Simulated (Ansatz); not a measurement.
Species: sum formula H₆Si₂O₃, net charge 0, singlet state. 
Geometry from a B3LYP-D3(BJ)/def2-TZVP (Ansatz, a quantum-chemistry and plane-wave program) optimisation:
```xyz
11

O     -1.1515     0.5771     1.3434
Si    -0.2910     0.3175    -0.0330
O     -1.3285    -0.1281    -1.2227
O      0.4614     1.7603    -0.3213
Si     1.2439    -1.4378     0.1423
H     -0.8407     1.2728     1.9291
H     -2.1588     0.3516    -1.3052
H      1.0233     1.8354    -1.0967
H      0.5617    -2.7328     0.3725
H      2.1697    -1.1782     1.2731
H      2.0539    -1.5389    -1.0984
```
Charge 0, spin multiplicity 1.

Property: vertical ionisation energy (to the doublet state of charge +1; each state is the SCF solution reached for its spin), in eV. Cores are frozen in the correlated levels unless marked. Open shells are spin-unrestricted. No spin-orbit coupling. No relativistic terms. CBS marks a two-point X^-3 extrapolation of the correlation energy; Hartree-Fock from the larger set. The bracket is a focal-point correction in the basis named.

```tsv
level	program	vertical ionisation energy (eV)	minus last row
BHLYP/def2-TZVPD	Ansatz	10.28	-0.18
CAM-B3LYP/def2-TZVPD	Ansatz	10.25	-0.21
wB97M-V/def2-TZVPD	Ansatz	10.26	-0.20
MP2/aug-cc-pV(D+d)Z	Ansatz	10.23	-0.23
CCSD/aug-cc-pV(D+d)Z	Ansatz	10.27	-0.19
CCSD(T)/aug-cc-pV(D+d)Z	Ansatz	10.23	-0.23
RI-MP2/CBS(aug-cc-pV(T+d)Z,aug-cc-pV(Q+d)Z)+[CCSD(T)-MP2]/aug-cc-pV(T+d)Z	Ansatz	10.46	0.00
```
